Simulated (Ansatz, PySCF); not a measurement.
Spin states of CNiO (SMILES [O+]#[C-]->[Ni]), each relaxed with B3LYP-D3(BJ)/def2-TZVP.
State 1 (charge 0, multiplicity 1):
```csv
atom,x (Å),y (Å),z (Å)
Ni,-0.9642,-0.7684,-0.8805
O,0.8298,0.7071,0.7325
C,0.1014,0.1087,0.0777
```
State 2 (charge 0, multiplicity 3):
```csv
atom,x (Å),y (Å),z (Å)
Ni,-0.9749,-0.9123,-0.9115
O,0.9133,0.5560,0.7729
C,0.0286,0.4036,0.0683
```

Singlets are restricted, other states unrestricted; no spin–orbit coupling, no relativity up to Kr; see below for the cores. The largest T1 diagnostic is 0.054.

Correlated levels freeze the inner cores; with def2 sets outer-core shells near the valence are correlated too.

Run with Ansatz (Gaussian orbitals); PySCF for the dispersion terms. 

```tsv
level	energy of the multiplicity-3 state less that of the multiplicity-1 state (eV)
SVWN5/def2-TZVPP	2.043
r2SCAN-D3(BJ)/def2-TZVPP	1.081
PBE0-D3(BJ)/def2-TZVPP	0.757
PBE0-D4/def2-TZVPP	0.756
BHLYP-D4/def2-TZVPP	-0.175
CAM-B3LYP-D4/def2-TZVPP	0.834
wB97M-V/def2-TZVPP	0.861
B2PLYP-D3(BJ)/def2-TZVPP	2.105
CCSD(T)/def2-SVP	?
```

Question: Fill in the missing entries.

Answer: 
- CCSD(T)/def2-SVP, energy of the multiplicity-3 state less that of the multiplicity-1 state (eV): 0.335

Doubts at one or more of the structures used: T1 above 0.05 (CCSD(T)/def2-SVP); a restricted determinant that unrestricted orbitals would lower (CCSD(T)/def2-SVP).

Ansatz is a first-principles code.
